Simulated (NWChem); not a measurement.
System: WNHSF$_{2}$; SMILES [W](=[S])([F])(=[NH])[F]

Here is an NWChem input.

```
start job
memory heap 200 mb stack 900 mb global 1100 mb
geometry units angstroms noautoz
  W      0.046448    -0.220695     0.000000
  N     -1.587287    -0.782912     0.000000
  H     -2.602207    -0.733048     0.000000
  S     -0.012674     1.906528     0.000000
  F      0.830285    -0.801338     1.586870
  F      0.830285    -0.801338    -1.586870
end
basis spherical
  W library def2-svp
  N library def2-svp
  H library def2-svp
  S library def2-svp
  F library def2-svp
end
ecp
  W library def2-ecp
end
dft
  xc b3lyp
  iterations 150
  mulliken
end
task dft energy
```

Coordinates come from a PBE0/def2-SVP optimisation. B3LYP is NWChem's, with the RPA form of VWN correlation. def2 effective core potentials on W; no spin-orbit coupling.

Q: What results follow from this input? (B3LYP/def2-SVP with def2 effective core potentials on W.) Quantities: energy (Ha); highest occupied level (eV); orbital gap (eV); dipole (D).

A: energy (Ha): -720.21
highest occupied level (eV): -7.57
orbital gap (eV): 4.90
dipole (D): 1.79
